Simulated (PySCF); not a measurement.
A GIAO shielding run with PySCF (density fitting, non-relativistic, gas phase) on `InChI=1S/C2H9NS2Si2/c1-2-5-7(4)3-6/h2-4,7H,1H2,6H3/t7-/m1/s1`:

```
$ OMP_NUM_THREADS=1 python probes_run.py task.json out

{"job": {"kind": "nmr", "xc": "PBE0", "basis": "pcSseg-1"}, "charge": 0, "multiplicity": 1}
C     -2.429543     0.752090     1.717875
C     -1.524764     0.277615     0.880962
S     -0.629458    -1.211351     1.186592
Si     0.501518    -1.391633    -0.637665
S     -0.740635    -1.853376    -2.335405
N      1.211583     0.115943    -1.040248
Si     2.182754     1.169140    -0.040136
H     -2.954122     1.667285     1.504763
H     -2.672717     0.243362     2.634215
H     -1.262564     0.775448    -0.039595
H      1.409264    -2.492885    -0.369334
H     -1.573569    -2.656557    -1.694799
H      1.245124     0.310306    -2.028628
H      2.248856     2.415842    -0.798503
H      1.478620     1.318597     1.228595
H      3.502054     0.569119     0.166719
```

Hardware: 1 thread of an Arm Neoverse N1, shared host. The job also computes population analyses, field gradients.

(1) How large is the calculation?

(2) How long does it take, and how much memory does it need?

Results:

(1) 88 electrons, 192 basis functions and 1088 auxiliary functions.

(2) 61 s of wall time, with 14 SCF cycles and 5 response iterations; peak memory 0.85 GiB. Times on a shared host scatter by some tens of per cent.
